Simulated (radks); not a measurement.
Nb4+, 37 electrons, occupied as [Kr] 4d1. All-electron calculation, scalar-relativistic Kohn-Sham, SCAN, spin-polarised, spherical densities, finite nucleus; open shells are filled with parallel spins first (spin-orbit coupling, left out, can overturn this in heavy ions); meta-GGA in the generalised Kohn-Sham scheme; Fermi nuclear charge, rms radius 4.324 fm. Program: a radial shooting solver on a logarithmic mesh with Libxc functionals. Some entries of the table are withheld. Estimate them.

| orbital | occ. | eigenvalue (eV) | <r^2> (bohr^2) |
|---|---|---|---|
| 1s down | 1 | -18897.49 | 0.001758 |
| 1s up | 1 | -18897.49 | 0.001758 |
| 2s up | 1 | -2697.177 | 0.02940 |
| 2s down | 1 | -2697.007 | 0.02940 |
| 2p up | 3 | -2410.333 | 0.02319 |
| 2p down | 3 | -2410.206 | 0.02319 |
| 3s up | 1 | -494.5064 | 0.2238 |
| 3s down | 1 | -494.4378 | 0.2238 |
| 3p up | 3 | -399.7575 | 0.2305 |
| 3p down | 3 | -399.6713 | 0.2305 |
| 3d up | 5 | (1) | 0.2256 |
| 3d down | 5 | (2) | 0.2255 |
| 4s up | 1 | -105.7055 | 1.468 |
| 4s down | 1 | -104.6960 | 1.460 |
| 4p up | 3 | (3) | (4) |
| 4p down | 3 | (5) | (6) |
| 4d up | 1 | -43.4972 | 2.956 |

Answer. 
(1) 3d up eigenvalue (eV): -245.8169
(2) 3d down eigenvalue (eV): -245.6559
(3) 4p up eigenvalue (eV): -80.2584
(4) 4p up <r^2> (bohr^2): 1.784
(5) 4p down eigenvalue (eV): -79.1078
(6) 4p down <r^2> (bohr^2): 1.769
